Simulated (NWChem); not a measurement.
System: C2H4AlF; SMILES C=[CH][AlH][F]

Here is an NWChem input.

```
start job
memory heap 200 mb stack 900 mb global 1100 mb
geometry units angstroms noautosym nocenter noautoz
  Al    -0.382150     0.583100     0.000000
  H     -1.973508     0.642175     0.000000
  F      0.451566     2.043941     0.000000
  C      0.579485    -1.103316     0.000000
  C     -0.134627    -2.253180     0.000000
  H      1.682591    -1.187199     0.000000
  H      0.336150    -3.254183     0.000000
  H     -1.241386    -2.255683     0.000000
end
basis spherical
  * library def2-svp
end
dft
  xc b3lyp
  iterations 150
end
property
  response 1 0.0773
end
task dft property
```

Output (shortened):

```
             Northwest Computational Chemistry Package (NWChem) 7.3.0
             --------------------------------------------------------

                             Geometry "geometry" -> ""
                             -------------------------

 Output coordinates in angstroms (scale by  1.889725989 to convert to a.u.)

  No.       Tag          Charge          X              Y              Z
 ---- ---------------- ---------- -------------- -------------- --------------
    1 Al                  13.0000    -0.38215000     0.58310000     0.00000000
    2 H                    1.0000    -1.97350800     0.64217500     0.00000000
    3 F                    9.0000     0.45156600     2.04394100     0.00000000
    4 C                    6.0000     0.57948500    -1.10331600     0.00000000
    5 C                    6.0000    -0.13462700    -2.25318000     0.00000000
    6 H                    1.0000     1.68259100    -1.18719900     0.00000000
    7 H                    1.0000     0.33615000    -3.25418300     0.00000000
    8 H                    1.0000    -1.24138600    -2.25568300     0.00000000

 Effective nuclear repulsion energy (a.u.)     134.3419201692

                              NWChem Property Module
                              ----------------------

                                 NWChem DFT Module
                                 -----------------

 Summary of "ao basis" -> "ao basis" (spherical)
 ------------------------------------------------------------------------------
       Tag                 Description            Shells   Functions and Types
 ---------------- ------------------------------  ------  ---------------------
 Al                         def2-svp                 8       18   4s3p1d
 H                          def2-svp                 3        5   2s1p
 F                          def2-svp                 6       14   3s2p1d
 C                          def2-svp                 6       14   3s2p1d

            General Information
            -------------------
          SCF calculation type: DFT
          Wavefunction type:  closed shell.
          No. of atoms     :     8
          No. of electrons :    38
           Alpha electrons :    19
            Beta electrons :    19
          Charge           :     0
          Spin multiplicity:     1
          Use of symmetry is: off; symmetry adaption is: off
          Maximum number of iterations: 150
          AO basis - number of functions:    80
                     number of shells:    38
          Convergence on energy requested:  1.00D-06
          Convergence on density requested:  1.00D-05
          Convergence on gradient requested:  5.00D-04

              XC Information
              --------------
                         B3LYP Method XC Potential
                     Hartree-Fock (Exact) Exchange  0.200
                        Slater Exchange Functional  0.800 local
                    Becke 1988 Exchange Functional  0.720 non-local
              Lee-Yang-Parr Correlation Functional  0.810
                  VWN I RPA Correlation Functional  0.190 local

             Grid Information
             ----------------
          Grid used for XC integration:  medium
          Radial quadrature: Mura-Knowles
          Angular quadrature: Lebedev.
          Tag              B.-S. Rad. Rad. Pts. Rad. Cut. Ang. Pts.
          ---              ---------- --------- --------- ---------
          Al                  1.25       88          11.0       590
          H                   0.35       45          12.0       434
          F                   0.50       49          13.0       434
          C                   0.70       49          10.0       434
          Grid pruning is: on
          Number of quadrature shells:   415
          Spatial weights used:  Erf1

      Superposition of Atomic Density Guess
      -------------------------------------

 Sum of atomic energies:        -418.33066567

      Non-variational initial energy
      ------------------------------

 Total energy =    -419.560469
 1-e energy   =    -844.964840
 2-e energy   =     291.062450
 HOMO         =      -0.330118
 LUMO         =      -0.038813

   convergence    iter        energy       DeltaE   RMS-Dens  Diis-err
 ---------------- ----- ----------------- --------- --------- ---------
 d= 0,ls=0.0,diis     1   -420.6730798389 -5.55D+02  1.67D-02  5.88D-01
 d= 0,ls=0.0,diis     2   -420.5932273229  7.99D-02  9.61D-03  1.72D+00
 d= 0,ls=0.0,diis     3   -420.7430016446 -1.50D-01  1.08D-03  1.15D-02
 d= 0,ls=0.0,diis     4   -420.7438626667 -8.61D-04  4.23D-04  1.22D-03
 d= 0,ls=0.0,diis     5   -420.7439993752 -1.37D-04  1.57D-04  2.47D-04
  Resetting Diis
 d= 0,ls=0.0,diis     6   -420.7440311469 -3.18D-05  4.77D-05  2.54D-05
 d= 0,ls=0.0,diis     7   -420.7440345632 -3.42D-06  2.45D-05  1.56D-06
 d= 0,ls=0.0,diis     8   -420.7440341609  4.02D-07  1.65D-05  4.42D-06
 d= 0,ls=0.0,diis     9   -420.7440347751 -6.14D-07  2.61D-06  7.16D-08

         Total DFT energy =     -420.744034775089
      One electron energy =     -848.537665963778
           Coulomb energy =      334.915530403075
    Exchange-Corr. energy =      -41.463819383588
 Nuclear repulsion energy =      134.341920169202

 Numeric. integr. density =       38.000000617515

                       DFT Final Molecular Orbital Analysis
                       ------------------------------------

 Vector   17  Occ=2.000000D+00  E=-3.530429D-01
              MO Center= -7.6D-01,  4.3D-02, -1.6D-10, r^2= 4.1D+00
   Bfn.  Coefficient  Atom+Function         Bfn.  Coefficient  Atom+Function
  ----- ------------  ---------------      ----- ------------  ---------------
     3      0.321055  1 Al s                 19      0.301085  2 H  s
    27     -0.233988  3 F  px                20      0.199390  2 H  s
     2      0.189438  1 Al s                 71      0.165394  7 H  s
    30      0.156635  3 F  px                76     -0.156517  8 H  s
    55      0.145938  5 C  px                28     -0.139355  3 F  py

 Vector   18  Occ=2.000000D+00  E=-2.980884D-01
              MO Center= -2.8D-01, -4.6D-01, -4.4D-09, r^2= 3.6D+00
   Bfn.  Coefficient  Atom+Function         Bfn.  Coefficient  Atom+Function
  ----- ------------  ---------------      ----- ------------  ---------------
    42      0.306450  4 C  py                19     -0.259193  2 H  s
    20     -0.227684  2 H  s                 40      0.228264  4 C  s
    41     -0.207646  4 C  px                66     -0.183665  6 H  s
     8      0.178093  1 Al px                71      0.168921  7 H  s
    45      0.155031  4 C  py                67     -0.143049  6 H  s

 Vector   19  Occ=2.000000D+00  E=-2.929910D-01
              MO Center=  2.1D-01, -1.6D+00,  4.9D-09, r^2= 1.7D+00
   Bfn.  Coefficient  Atom+Function         Bfn.  Coefficient  Atom+Function
  ----- ------------  ---------------      ----- ------------  ---------------
    57      0.396560  5 C  pz                43      0.393769  4 C  pz
    46      0.271002  4 C  pz                60      0.265897  5 C  pz
    13      0.063221  1 Al pz                10      0.059559  1 Al pz
    29      0.054330  3 F  pz                32     -0.041833  3 F  pz
    15     -0.038258  1 Al d -1               7     -0.037588  1 Al pz

 Vector   20  Occ=0.000000D+00  E=-5.818923D-02
              MO Center= -1.7D-01, -4.8D-01, -1.5D-09, r^2= 4.3D+00
   Bfn.  Coefficient  Atom+Function         Bfn.  Coefficient  Atom+Function
  ----- ------------  ---------------      ----- ------------  ---------------
    13      0.545983  1 Al pz                60     -0.423279  5 C  pz
    57     -0.349818  5 C  pz                10      0.284202  1 Al pz
    46      0.245827  4 C  pz                43      0.166794  4 C  pz
     7     -0.154073  1 Al pz                29      0.143368  3 F  pz
    32     -0.132354  3 F  pz                15     -0.044518  1 Al d -1

 Vector   21  Occ=0.000000D+00  E= 7.915382D-03
              MO Center= -1.5D-01,  8.0D-01, -1.5D-08, r^2= 4.7D+00
   Bfn.  Coefficient  Atom+Function         Bfn.  Coefficient  Atom+Function
  ----- ------------  ---------------      ----- ------------  ---------------
     4      1.495309  1 Al s                 20     -0.682954  2 H  s
    40     -0.462898  4 C  s                 26     -0.316591  3 F  s
    45     -0.232467  4 C  py                72     -0.205713  7 H  s
    19     -0.186321  2 H  s                  2      0.178021  1 Al s
    39     -0.169637  4 C  s                 42     -0.167197  4 C  py

 Vector   22  Occ=0.000000D+00  E= 1.585808D-02
              MO Center= -1.2D-01, -5.8D-01,  1.5D-08, r^2= 4.5D+00
   Bfn.  Coefficient  Atom+Function         Bfn.  Coefficient  Atom+Function
  ----- ------------  ---------------      ----- ------------  ---------------
    13      0.651096  1 Al pz                46     -0.634796  4 C  pz
    60      0.467429  5 C  pz                43     -0.401642  4 C  pz
    57      0.262162  5 C  pz                10      0.173873  1 Al pz
    29      0.116589  3 F  pz                32     -0.115052  3 F  pz
     7     -0.097786  1 Al pz                17      0.080612  1 Al d  1

     Multipole analysis of the density
     ---------------------------------

     L   x y z        total         alpha         beta         nuclear
     -   - - -        -----         -----         ----         -------
     0   0 0 0     -0.000000    -19.000000    -19.000000     38.000000

     1   1 0 0     -0.102199     -0.588858     -0.588858      1.075517
     1   0 1 0     -0.791105     -0.189481     -0.189481     -0.412144
     1   0 0 1      0.000000      0.000000      0.000000      0.000000

     2   2 0 0    -23.625777    -37.233786    -37.233786     50.841796
     2   1 1 0     -0.776602     -3.665165     -3.665165      6.553729
     2   1 0 1     -0.000000     -0.000000     -0.000000      0.000000
     2   0 2 0    -24.855537   -186.130992   -186.130992    347.406446
     2   0 1 1      0.000000      0.000000      0.000000      0.000000
     2   0 0 2    -21.139676    -10.569838    -10.569838      0.000000

 *** CALLING NEW AORESP DRIVER FOR CLOSED AND OPEN SHELLS ***
 Entering AOResponse driver routine

--------------------------------------------------------------------------------

          -----------------------------------------------
          Solving response equations for perturbing field
          -----------------------------------------------

 number of frequencies:     1
 frequency in a.u.:  0.7730000E-01
 Perturbing field: electric
 Using El. Dipole Length Gauge

 Setting up CPKS with frequency omega =      0.07730000 a.u.

                            NWChem Dynamic CPHF Module
                            --------------------------

    scftype = RHF
    nclosed =   19
      nopen =    0
  variables =     2318
  num. vecs =        3
  tolerance =   1.0D-04
  max. iter =   50

 SCF residual:    6.4049050885726699E-005

Iterative solution of linear equations
  No. of variables     2318
  No. of equations        3
  Maximum subspace       30
       Convergence  1.0D-04

   iter   nsub   residual    time
   ----  ------  --------  ---------
     1      3    5.77D+00      14.8
     2      6    2.68D+00      20.2
     3      9    3.75D-01      25.4
     4     12    3.98D-01      30.8
     5     15    1.28D-02      36.3
     6     18    4.29D-03      41.8
     7     21    6.66D-04      47.3
     8     24    4.66D-05      51.0

 Electric Dipole Response Matrix (nonzero elements):

              1        2        3
    1   44.7551   1.2297  -0.0000
    2    1.2297  61.0862   0.0000
    3   -0.0000   0.0000  27.6515

 ------------------------------------------
 average:        44.49761 + I       0.00000

 DFT Linear Response polarizability / au
 Frequency  =       0.0773000 / au
 Wavelength =     589.4353558 / nm
              X              Y              Z
 -----------------------------------------------
 X      44.7550884      1.2296783     -0.0000000
 Y       1.2296594     61.0861928      0.0000000
 Z      -0.0000000      0.0000000     27.6515424
 -----------------------------------------------
 Eigenvalues =      44.6630167     61.1782645     27.6515424
 Isotropic   =      44.4976079
 Anisotropic =      29.0360531
 -----------------------------------------------

 Magnetic Dipole Response Matrix (nonzero elements):

 Exiting AOResponse driver routine
```

Level: B3LYP/def2-SVP. The geometry was optimised at PBE-D3(BJ)/def2-SVP.
